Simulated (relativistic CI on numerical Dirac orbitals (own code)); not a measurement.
# Bi54+: sensitivity of the levels to the model

Base calculation: Dirac-Coulomb-Breit CI, separate exchange-only KLI orbitals for each configuration, model QED, unscaled Slater integrals.

Configuration list (outside the closed core [Ar]): 3d10 4s, 3d10 4p, 3d10 4d, 3d10 4f, 3d10 5s, 3d10 5p, 3d10 5d, 3d10 5f, 3d10 5g, 3d10 6s, 3d10 6p, 3d9 4s2, 3d10 6d, 3d10 6f, 3d9 4s 4p, 3d10 7s, 3d9 4s 4d, 3d10 8s, 3d9 4s 4f, 3d9 4s 5s, 3d9 4s 5p, 3d9 4s 5d, 3d9 4s 5f. Double excitations out of closed p, d and f shells are left out; levels of such configurations are missing from the list, as are those of other unlisted configurations, and high levels can miss mixing partners.

The lowest level and the first level of each name with at least 55 % of one term (blank where a level has no safe partner in the second run):

| Level | Base (eV) | Shift (eV) |
| --- | --- | --- |
| 3d10 4s 2S_1/2 | 0.00 | 0.00 |
| 3d10 4p 2P°_1/2 | 120.69 | +0.04 |
| 3d10 4p 2P°_3/2 | 306.74 | +0.04 |
| 3d10 4d 2D_3/2 | 487.80 | +0.02 |
| 3d10 4d 2D_5/2 | 527.01 | +0.02 |
| 3d10 4f 2F°_5/2 | 718.65 | -0.17 |
| 3d10 4f 2F°_7/2 | 729.57 | -0.17 |
| 3d10 5s 2S_1/2 | 1354.23 | -0.23 |
| 3d10 5p 2P°_1/2 | 1413.38 | -0.18 |
| 3d10 5p 2P°_3/2 | 1501.49 | -0.19 |
| 3d10 5d 2D_3/2 | 1588.38 | -0.21 |
| 3d10 5d 2D_5/2 | 1607.51 | -0.21 |
| 3d10 5f 2F°_5/2 | 1693.01 | -0.28 |
| 3d10 5f 2F°_7/2 | 1699.21 | -0.28 |

At this charge energies of transitions that change n are usually good to better than 1 %, and those within a shell (Δn = 0) to a few per cent.

Problem. One thing was changed in a second run, which moved the levels as shown. Which?
A. Breit term removed
B. configuration mixing switched off
C. valence Slater integrals scaled by 0.9
D. QED terms removed
E. one mean potential for all configurations

Solution. E. One mean potential for all configurations. One potential for all configurations removes the relaxation of the orbitals, which moves whole configurations and changes the integrals a little.

LS names give the leading component of a level, which can be under half, so a name can repeat, a term be missing and a line seem to break the LS rules.
